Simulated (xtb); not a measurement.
xtb job for C4H7BO, SMILES CB(CC#C)O, GFN2-xTB. 

```
$ xtb mol.xyz --gfn 2 --sp --chrg 0 --uhf 0 --json
$ cat mol.xyz
13

C      2.54832482     0.71274746     0.21831169
C      1.66519513    -0.04330216    -0.07274057
C      0.50042963    -0.84362412    -0.37656831
B     -0.87311263    -0.07792592    -0.01174863
C     -2.26625908    -0.81119310    -0.21540125
O     -0.86756155     1.16481963     0.46852455
H      3.37485632     1.31618729     0.44889670
H      0.51683419    -1.09927032    -1.43971850
H      0.56706871    -1.78827696     0.16962058
H     -3.10382571    -0.13298628    -0.08324609
H     -2.34953641    -1.26280275    -1.20102120
H     -2.38282196    -1.61783735     0.50592322
H     -0.00266242     1.56829032     0.58848289
```

Program output:

```
[banner left out]
          |                Calculation Setup                |
           -------------------------------------------------



           -------------------------------------------------
          |                 G F N 2 - x T B                 |
           -------------------------------------------------

        Reference                      10.1021/acs.jctc.8b01176
      * Hamiltonian:
        H0-scaling (s, p, d)           1.850000    2.230000    2.230000
        zeta-weighting                 0.500000
      * Dispersion:
        s8                             2.700000
        a1                             0.520000
        a2                             5.000000
        s9                             5.000000
      * Repulsion:
        kExp                           1.500000    1.000000
        rExp                           1.000000
      * Coulomb:
        alpha                          2.000000
        third order                    shell-resolved
        anisotropic                    true
        a3                             3.000000
        a5                             4.000000
        cn-shift                       1.200000
        cn-exp                         4.000000
        max-rad                        5.000000


          ...................................................
          :                      SETUP                      :
          :.................................................:
          :  # basis functions                  31          :
          :  # atomic orbitals                  31          :
          :  # shells                           19          :
          :  # electrons                        32          :
          :  max. iterations                   250          :
          :  Hamiltonian                  GFN2-xTB          :
          :  restarted?                      false          :
          :  GBSA solvation                  false          :
          :  PC potential                    false          :
          :  electronic temp.          300.0000000     K    :
          :  accuracy                    1.0000000          :
          :  -> integral cutoff          0.2500000E+02      :
          :  -> integral neglect         0.1000000E-07      :
          :  -> SCF convergence          0.1000000E-05 Eh   :
          :  -> wf. convergence          0.1000000E-03 e    :
          :  Broyden damping             0.4000000          :
          :  net charge                          0          :
          :  unpaired electrons                  0          :
          ...................................................

 iter      E             dE          RMSdq      gap      omega  full diag
   1    -17.4940703 -0.174941E+02  0.700E+00    6.57       0.0  T
   2    -17.6491223 -0.155052E+00  0.484E+00    4.26       1.0  T
   3    -17.6585362 -0.941393E-02  0.257E+00    5.95       1.0  T
   4    -17.6751193 -0.165830E-01  0.117E+00    5.22       1.0  T
   5    -17.6916248 -0.165055E-01  0.374E-01    5.36       1.0  T
   6    -17.6916028  0.219799E-04  0.257E-01    5.59       1.0  T
   7    -17.6927698 -0.116703E-02  0.346E-02    5.46       1.0  T
   8    -17.6927707 -0.845230E-06  0.118E-02    5.46       2.4  T
   9    -17.6927716 -0.942680E-06  0.466E-03    5.46       5.9  T
  10    -17.6927716  0.538394E-07  0.219E-03    5.46      12.6  T
  11    -17.6927717 -0.832905E-07  0.645E-04    5.46      43.0  T
  12    -17.6927717 -0.475928E-08  0.312E-04    5.46      88.8  T

   *** convergence criteria satisfied after 12 iterations ***

         #    Occupation            Energy/Eh            Energy/eV
      -------------------------------------------------------------
         1        2.0000           -0.6849286             -18.6379
       ...           ...                  ...                  ...
        10        2.0000           -0.4696247             -12.7791
        11        2.0000           -0.4556011             -12.3975
        12        2.0000           -0.4547988             -12.3757
        13        2.0000           -0.4454696             -12.1218
        14        2.0000           -0.4183093             -11.3828
        15        2.0000           -0.3971803             -10.8078
        16        2.0000           -0.3839310             -10.4473 (HOMO)
        17                         -0.1833491              -4.9892 (LUMO)
        18                         -0.1398073              -3.8044
        19                         -0.1390856              -3.7847
        20                          0.0696885               1.8963
        21                          0.1061232               2.8878
       ...                                ...                  ...
        31                          1.4318381              38.9623
      -------------------------------------------------------------
                  HL-Gap            0.2005818 Eh            5.4581 eV
             Fermi-level           -0.2836400 Eh           -7.7182 eV

 SCC (total)                   0 d,  0 h,  0 min,  0.007 sec
 SCC setup                      ...        0 min,  0.000 sec (  1.240%)
 Dispersion                     ...        0 min,  0.000 sec (  0.876%)
 classical contributions        ...        0 min,  0.000 sec (  0.317%)
 integral evaluation            ...        0 min,  0.001 sec ( 15.426%)
 iterations                     ...        0 min,  0.003 sec ( 47.332%)
 molecular gradient             ...        0 min,  0.002 sec ( 33.596%)
 printout                       ...        0 min,  0.000 sec (  1.125%)

         :::::::::::::::::::::::::::::::::::::::::::::::::::::
         ::                     SUMMARY                     ::
         :::::::::::::::::::::::::::::::::::::::::::::::::::::
         :: total energy             -17.395473681295 Eh    ::
         :: gradient norm              0.000194055425 Eh/a0 ::
         :: HOMO-LUMO gap              5.458109670034 eV    ::
         ::.................................................::
         :: SCC energy               -17.692770769308 Eh    ::
         :: -> isotropic ES            0.047998951320 Eh    ::
         :: -> anisotropic ES          0.003654551793 Eh    ::
         :: -> anisotropic XC          0.011134468203 Eh    ::
         :: -> dispersion             -0.006515859524 Eh    ::
         :: repulsion energy           0.297297088013 Eh    ::
         :: add. restraining           0.000000000000 Eh    ::
         :: total charge              -0.000000000000 e     ::
         :::::::::::::::::::::::::::::::::::::::::::::::::::::

           -------------------------------------------------
          |                Property Printout                |
           -------------------------------------------------

    * Orbital Energies and Occupations

         #    Occupation            Energy/Eh            Energy/eV
      -------------------------------------------------------------
         1        2.0000           -0.6849286             -18.6379
       ...           ...                  ...                  ...
         4        2.0000           -0.5824717             -15.8499
         5        2.0000           -0.5630173             -15.3205
         6        2.0000           -0.5191982             -14.1281
         7        2.0000           -0.5129106             -13.9570
         8        2.0000           -0.4976452             -13.5416
         9        2.0000           -0.4732007             -12.8764
        10        2.0000           -0.4696247             -12.7791
        11        2.0000           -0.4556011             -12.3975
        12        2.0000           -0.4547988             -12.3757
        13        2.0000           -0.4454696             -12.1218
        14        2.0000           -0.4183093             -11.3828
        15        2.0000           -0.3971803             -10.8078
        16        2.0000           -0.3839310             -10.4473 (HOMO)
        17                         -0.1833491              -4.9892 (LUMO)
        18                         -0.1398073              -3.8044
        19                         -0.1390856              -3.7847
        20                          0.0696885               1.8963
        21                          0.1061232               2.8878
        22                          0.1600744               4.3558
        23                          0.1964224               5.3449
        24                          0.2103061               5.7227
        25                          0.2270552               6.1785
        26                          0.2430608               6.6140
        27                          0.2607999               7.0967
       ...                                ...                  ...
        31                          1.4318381              38.9623
      -------------------------------------------------------------
                  HL-Gap            0.2005818 Eh            5.4581 eV
             Fermi-level           -0.2836400 Eh           -7.7182 eV

     #   Z          covCN         q      C6AA      α(0)
     1   6 C        1.909    -0.136    34.942     9.547
     2   6 C        1.963    -0.034    31.981     9.133
     3   6 C        3.721    -0.140    23.325     6.897
     4   5 B        2.583     0.342    17.086     7.040
     5   6 C        3.673    -0.197    24.663     7.117
     6   8 O        1.593    -0.426    21.397     6.243
     7   1 H        0.928     0.060     2.203     2.321
     8   1 H        0.924     0.054     2.276     2.359
     9   1 H        0.924     0.053     2.278     2.360
    10   1 H        0.925     0.042     2.423     2.434
    11   1 H        0.925     0.037     2.486     2.466
    12   1 H        0.925     0.042     2.420     2.433
    13   1 H        0.805     0.305     0.707     1.321

 Mol. C6AA /au·bohr⁶  :       1603.399810
 Mol. C8AA /au·bohr⁸  :      38448.594295
 Mol. α(0) /au        :         61.670999


Wiberg/Mayer (AO) data.
largest (>0.10) Wiberg bond orders for each atom

 ---------------------------------------------------------------------------
     #   Z sym  total        # sym  WBO       # sym  WBO       # sym  WBO
 ---------------------------------------------------------------------------
     1   6 C    3.972 --     2 C    2.866     7 H    0.973
     2   6 C    3.976 --     1 C    2.866     3 C    1.071
     3   6 C    3.973 --     2 C    1.071     9 H    0.941     8 H    0.940
                             4 B    0.936
     4   5 B    3.364 --     6 O    1.308     5 C    1.005     3 C    0.936
     5   6 C    3.979 --     4 B    1.005    10 H    0.985    11 H    0.976
                            12 H    0.967
     6   8 O    2.248 --     4 B    1.308    13 H    0.873
     7   1 H    0.996 --     1 C    0.973
     8   1 H    0.997 --     3 C    0.940
     9   1 H    0.997 --     3 C    0.941
    10   1 H    0.997 --     5 C    0.985
    11   1 H    0.999 --     5 C    0.976
    12   1 H    0.998 --     5 C    0.967
    13   1 H    0.907 --     6 O    0.873
 ---------------------------------------------------------------------------

Topologies differ in total number of bonds
Writing topology from bond orders to xtbtopo.mol

molecular dipole:
                 x           y           z       tot (Debye)
 q only:       -0.029      -0.112      -0.046
   full:        0.224      -0.101      -0.045       0.635
molecular quadrupole (traceless):
                xx          xy          yy          xz          yz          zz
 q only:       -2.868       2.005       2.017       0.832       0.400       0.851
  q+dip:       -1.436       4.955       2.229       1.872       1.178      -0.793
   full:       -2.682       3.707       1.952       1.465       0.363       0.730


           -------------------------------------------------
          | TOTAL ENERGY              -17.395473681295 Eh   |
Note: The following floating-point exceptions are signalling: IEEE_UNDERFLOW_FLAG IEEE_DENORMAL
normal termination of xtb
          | GRADIENT NORM               0.000194055425 Eh/α |
          | HOMO-LUMO GAP               5.458109670034 eV   |
           -------------------------------------------------

------------------------------------------------------------------------
------------------------------------------------------------------------
 total:
 SCF:
```

The run converged.
